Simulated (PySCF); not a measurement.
# MoN(OH) + H₂O → H₃MoN + O₂

Level: PBE0 in the def2-TZVP basis family, computed in PySCF with density fitting; scalar-relativistic core potentials for atoms from Rb on, none lighter, no spin–orbit coupling; open shells unrestricted.

```
species                                                                   state and structure      E (Eh)  ZPE (kJ/mol)  H(298 K) − H(0) (kJ/mol)  S° (J/(mol K))
MoN(OH)    triplet, Cs, Mo–N 1.622 Å, Mo–O 1.914 Å, O–H 0.959 Å; H–O–Mo 121.8°, N–Mo–O 112.9°  -198.66193          41.7                      12.9           292.6
    H₂O                                          singlet, C2v, O–H 0.960 Å (×2); H–O–H 105.1°   -76.37736          56.5                       9.9           188.7
  H₃MoN  singlet, C3v, Mo–H 1.699 Å (×3), Mo–N 1.612 Å; H–Mo–H 118.3° (×3), H–Mo–N 97.5° (×3)  -124.63123          64.2                      11.3           252.1
     O₂                                                             triplet, D∞h, O–O 1.193 Å  -150.23561          10.3                       8.7           204.9
```

(1) What is the electronic reaction energy?

(2) Add zero-point, thermal and entropy terms for 298.15 K and 1 bar.

Answers

(1) At PBE0/def2-TZVP, ΔE = 452.8 kJ/mol from the differences of the total energies times 2625.5, uphill. 

(2) ΔZPE = -23.7 and Δ[H(298) − H(0)] = -2.8 kJ/mol give ΔH° = 426.3 kJ/mol. ΔS° = -24.3 J/(mol K), so ΔG° = 426.3 − 298.15 × (-0.0243) = 434 kJ/mol.

Open d or f shells are single determinants, so the state found may not be the ground state. Only the bonding shown was studied: isomers, or loss of a ligand pair, can lie lower.
